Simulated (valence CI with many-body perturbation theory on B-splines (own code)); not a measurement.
**Questions on Ba³³⁺**

Computed by configuration interaction combined with many-body perturbation theory (CI+MBPT): five valence electrons over a frozen Dirac-Fock core [Ar], radial functions for each j: 7 s, 7 p, 8 d, 6 f, 4 g, 1 h, with the one-electron correlation potential Σ1, the two-electron term Σ2, the three-electron term Σ3, Breit, model QED; selected CI, second order for the rest, scaled by the run's own slope (own B-spline code, finite nucleus).

No measured spectrum was set against this ion. As an estimate, large intervals hold to a few tenths of a per cent, small ones and those within an open d or f shell to about a per cent. Among the levels kept, up to 640 cm⁻¹ of a level comes from second order outside the variational space, and about a tenth of that is noise between levels of different J, which matters for small intervals. Only levels of the ground parity were solved; by the run's estimate the other parity begins above the list, which can be wrong where configurations are misplaced.

Levels are named by their leading jj configuration (3d3/2^4 stands for four electrons in 3d with j = 3/2), which in mixed levels can hold well under half, so a name can repeat and another be missing.

Rates and lifetimes use the calculated energies. Strong lines usually hold to 10 to 20 %, long lifetimes can be off by a factor of two.

Task: What is the ground level?

Result: (3d3/2^4 3d5/2) J=5/2, composition 43 % 3d5 6S + 30 % 3d5 4P + 11 % 3d5 2D, g = 1.644.

Task: What is the ionisation energy?

Result: 2142.4 eV; NIST lists 2142 ± 5 eV (theoretical).

Task: How well does LS coupling describe the low levels?

Result: Among the lowest 20 levels the leading LS term, summed over configurations, holds 50 % on average. For single configurations the figures are 50 % in LS and 82 % in jj coupling. Terms mix most in the J = 5/2 level at 102870 cm⁻¹, where the leading one holds 30 %.
